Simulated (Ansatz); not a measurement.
Calibrating MP2/def2-TZVPP on molecular compounds of Si

The vertical ionisation energy (cation less neutral) in eV of 6 molecular compounds of Si: x at MP2/def2-TZVPP, y at CCSD(T)/def2-TZVPP. Shapes, held fixed at every level: PBE0-D4/def2-TZVP. Flexible molecules stand in one conformer, not always the lowest. Programs: Ansatz 0.2.0.

```
                molecule  x (eV)  y (eV)
CH5NOSi (SMILES CO[Si]N)    8.72    8.85
             Si(NH2)(OH)    9.03    9.21
              Si(OH)(SH)    9.29    9.37
               Si(NH2)Cl    9.34    9.43
                Si(NH2)F    9.51       ?
CH3FOSi (SMILES CO[Si]F)    9.88   10.08
```

Task: Fit y = c + s·x to the known rows and predict y for Si(NH2)F.

Result: 
1. Means of the 5 rows: x = 9.2520, y = 9.388.
2. Σ(Δx)² = 0.73588, Σ(Δx·Δy) = 0.76332, so the slope is 0.76332/0.73588 = 1.0373.
3. Intercept: 9.388 − (1.0373) × 9.2520 = -0.209. The largest residual of the fit is 0.057.
4. Si(NH2)F: -0.209 + 1.0373 × 9.51 = 9.66 eV.

CCSD(T)/def2-TZVPP gives 9.69 eV, so the prediction is off by -0.03 eV, within the largest residual. Uncorrected, MP2/def2-TZVPP misses it by -0.18 eV, and the other rows by 0.14 on average. The line removes about 80 % of this miss. Left out in turn, the other rows are missed by 0.08 eV on average. Cations run unrestricted.
